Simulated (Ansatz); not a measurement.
This geometry of H3NS2Si (7 atoms, charge 0, multiplicity 1) is a first-order saddle point.

Computed with RKS LDA/cc-pVDZ (Ansatz 0.2.0).

```xyz
7
Properties=species:S:1:pos:R:3
N -0.745 1.002 -0.399
Si 0.541 -0.149 -0.204
S 1.023 -0.926 1.720
S 0.118 -2.202 0.185
H -0.951 1.523 0.467
H -1.626 0.561 -0.705
H 1.700 0.123 -1.111
```

**Question.** Which two structures does it join? (They come from a converged band through this point; their orientation in space is the band's.)

**Answer.** No bond is made or broken. The dihedral H6–N1–Si2–S3 goes from -33 to 177°. The two ends are copies of one structure, up to a mirror image or an exchange of like atoms.

Image 0:

```xyz
7
Properties=species:S:1:pos:R:3
N -0.826 0.821 -0.411
Si 0.525 -0.183 -0.088
S 0.829 -1.251 1.739
S 0.215 -2.276 -0.119
H -0.687 1.838 -0.430
H -1.732 0.568 0.003
H 1.736 0.415 -0.739
```

Image 6:

```xyz
7
Properties=species:S:1:pos:R:3
N -0.696 1.012 -0.102
Si 0.507 -0.209 -0.129
S 1.002 -1.135 1.709
S 0.114 -2.302 0.057
H -1.528 0.867 0.484
H -0.922 1.500 -0.976
H 1.584 0.198 -1.089
```

**Question.** How far does it lie above each of them?

**Answer.** 3.3 kcal/mol above the first and 3.3 kcal/mol above the second. This is the barrier of this one path; another mechanism may lie lower.

The run took 50 s on 1 thread of Intel(R) Xeon(R) Processor @ 2.70GHz, with other jobs on the host, peak memory 0.14 GiB.
